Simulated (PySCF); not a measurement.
# Relaxation of singlet NbS₃⁻

Level of theory: PySCF, PBE, basis Nb def2-SVPD with ECP28, S def2-SVPD (scalar-relativistic core potentials, no spin–orbit coupling, density fitting). A (50,194) grid was used.

A hand-made trigonal planar start, of D3h symmetry, held to at least that symmetry:

Coordinates in bohr (charge -1 multiplicity 1):
```
Nb    0.0000    0.0000    0.0000
S     4.1385    0.0000    0.0000
S    -2.0692    3.5841    0.0000
S    -2.0693   -3.5840    0.0000
```

Q: What does it relax to?

A: It ends at D3h with Nb–S 2.236 Å (×3); S–Nb–S 120.0° (×3). A frequency run shows 1 imaginary mode, down to 85i cm⁻¹, so it is a saddle point.

Q: How much energy is released, and in how many steps?

A: 7.3 kJ/mol in 3 steps.

Stability towards spin polarisation was not tested.
